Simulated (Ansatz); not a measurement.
Species: F₂Ga, SMILES `[F][Ga][F]` (charge 0, multiplicity 2), formula F2Ga.

Task: How many basis functions does frozen-core CCSD(T)/cc-pVTZ // B3LYP-D3(BJ)/def2-TZVP (Ansatz, a quantum-chemistry and plane-wave program) use, how many core orbitals are frozen, and how many electrons are correlated?

Result: 103 basis functions and 11 frozen orbitals, which leaves 27 correlated electrons (filled d shells below the valence shell are correlated). Core time is of the order of seconds.
